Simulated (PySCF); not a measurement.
**Cost of excited-state runs on `CSC1=C=CCCCCCC1`, C$_{10}$H$_{16}$S**

Molfile (atoms numbered from 1):
```
C10H16S
     RDKit          3D

 27 27  0  0  0  0  0  0  0  0999 V2000
    3.1332   -0.8378    1.1256 C   0  0  0  0  0  0  0  0  0  0  0  0
    2.5939    0.7499    0.4777 S   0  0  0  0  0  0  0  0  0  0  0  0
    1.2211    0.2706   -0.5341 C   0  0  0  0  0  0  0  0  0  0  0  0
    0.8798   -0.9838   -0.7337 C   0  0  0  0  0  0  0  0  0  0  0  0
    0.2709   -2.1465   -0.6822 C   0  0  0  0  0  0  0  0  0  0  0  0
   -0.8188   -2.4018    0.3400 C   0  0  0  0  0  0  0  0  0  0  0  0
   -1.3820   -1.1121    0.9346 C   0  0  0  0  0  0  0  0  0  0  0  0
   -2.0634   -0.2361   -0.1252 C   0  0  0  0  0  0  0  0  0  0  0  0
   -1.9767    1.2759    0.0687 C   0  0  0  0  0  0  0  0  0  0  0  0
   -0.5794    1.9066    0.0993 C   0  0  0  0  0  0  0  0  0  0  0  0
    0.4013    1.4529   -1.0001 C   0  0  0  0  0  0  0  0  0  0  0  0
    3.3811   -1.5255    0.3036 H   0  0  0  0  0  0  0  0  0  0  0  0
    4.0320   -0.6439    1.7267 H   0  0  0  0  0  0  0  0  0  0  0  0
    2.3586   -1.2940    1.7584 H   0  0  0  0  0  0  0  0  0  0  0  0
    0.4940   -2.9399   -1.4068 H   0  0  0  0  0  0  0  0  0  0  0  0
   -1.6250   -2.9756   -0.1511 H   0  0  0  0  0  0  0  0  0  0  0  0
   -0.4330   -3.0609    1.1389 H   0  0  0  0  0  0  0  0  0  0  0  0
   -0.5587   -0.5596    1.4158 H   0  0  0  0  0  0  0  0  0  0  0  0
   -2.0917   -1.3576    1.7412 H   0  0  0  0  0  0  0  0  0  0  0  0
   -1.6403   -0.4797   -1.1129 H   0  0  0  0  0  0  0  0  0  0  0  0
   -3.1286   -0.5151   -0.1932 H   0  0  0  0  0  0  0  0  0  0  0  0
   -2.5523    1.7451   -0.7485 H   0  0  0  0  0  0  0  0  0  0  0  0
   -2.4976    1.5646    0.9987 H   0  0  0  0  0  0  0  0  0  0  0  0
   -0.0964    1.7287    1.0742 H   0  0  0  0  0  0  0  0  0  0  0  0
   -0.7074    2.9995    0.0353 H   0  0  0  0  0  0  0  0  0  0  0  0
   -0.1340    1.1901   -1.9254 H   0  0  0  0  0  0  0  0  0  0  0  0
    1.0825    2.2812   -1.2557 H   0  0  0  0  0  0  0  0  0  0  0  0
  1  2  1  0
  2  3  1  0
  3  4  2  0
  4  5  2  0
  5  6  1  0
  6  7  1  0
  7  8  1  0
  8  9  1  0
  9 10  1  0
 10 11  1  0
 11  3  1  0
  1 12  1  0
  1 13  1  0
  1 14  1  0
  5 15  1  0
  6 16  1  0
  6 17  1  0
  7 18  1  0
  7 19  1  0
  8 20  1  0
  8 21  1  0
  9 22  1  0
  9 23  1  0
 10 24  1  0
 10 25  1  0
 11 26  1  0
 11 27  1  0
M  END
```

PySCF with density fitting, on 1 thread of an Intel Xeon Platinum 8488C, shared host. Command: `OMP_NUM_THREADS=1 python excited_run.py task.json out`

Problem. How long does each of these runs take, and how much memory?
- circular dichroism and optical rotation, CAM-B3LYP/def2-SVP; 12 states; writes grids
- excited states, CAM-B3LYP/def2-SVP; Tamm-Dancoff; spin-orbit couplings; 6 states; 5 triplets; quadratic response for 4 states; writes grids

Solution. 
| run | level | basis functions | wall time | peak memory (GiB) |
| --- | --- | --- | --- | --- |
| circular dichroism and optical rotation | CAM-B3LYP/def2-SVP | 238 | 3.6 min | 1.4 |
| excited states | CAM-B3LYP/def2-SVP | 238 | 2 min | 1.2 |

Times from a shared host are rough.
